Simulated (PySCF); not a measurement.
Tm(III) with different ligands

Computed with PySCF 2.14.0, PBE0, def2-SVP on the ligands, density fitting, scalar-relativistic core potentials, no spin-orbit coupling, vacuum. The metal has lcecp-1-SVP with ECP58. Each complex is relaxed within the symmetry of a template of the same shape. Distances are means of the shortest metal–ligand contacts, charges and spins Mulliken's; removal energies are rigid, with the ligand's formal charge and no counterpoise, so too large; for an anion taken off a cation in vacuum most of it is the attraction of opposite charges, and multiply charged cations can part far more cheaply with an electron moved from ligand to metal. lcecp potentials hold a fixed number of 4f electrons in the core, out of states, spins and gaps.

```tsv
complex	point group	M–first ligand (Å)	charge on M (e)	dipole (D)	removal of one first-named ligand (eV)	strongest infrared band, degenerate modes summed (cm⁻¹)	unstable modes (below −25 cm⁻¹)
TmH3(H2O)	C1	1.999	0.52	5.22	9.30	–	1 (soft)
TmF3(H2O)	Cs	1.995	1.18	6.69	11.34	570	0 (lowest -13 cm⁻¹, within noise)
```

Question: Order these by the energy to remove one first-named ligand, lowest first.
A. Tm(OH)3(NH3)
B. TmCl3(NH3)
C. TmCl3(H2O)
D. TmH3(NH3)
E. TmF3(NH3)

Answer: B (9.06), D (9.10), C (9.17), A (10.65), E (11.25).

Question: What else do they give?

Answer: 
```
     complex  point group  M–first ligand (Å)  charge on M (e)  dipole (D)  removal of one first-named ligand (eV)  strongest infrared band, degenerate modes summed (cm⁻¹)    unstable modes (below −25 cm⁻¹)
  TmCl3(NH3)          C3v               2.457             0.79        5.58                                    9.06                                                     1224                                  0
   TmH3(NH3)          C3v               2.003             0.49        5.44                                    9.10                                                     1411                                  0
Tm(OH)3(NH3)          C3v               2.031             0.88        4.22                                   10.65                                                      453                                  0
  TmCl3(H2O)           Cs               2.453             0.84        5.92                                    9.17                                                      266  0 (lowest -21 cm⁻¹, within noise)
   TmF3(NH3)          C3v               1.999             1.14        6.04                                   11.25                                                      569                                  0
```

Members with unstable modes aren't minima as they stand: saddle points kept by symmetry or, where the modes are soft, flat surfaces and noise. Moved off a saddle point of the template and relaxed again: TmH3(H2O). One start shape was tried for each, so a minimum needn't be the lowest isomer.
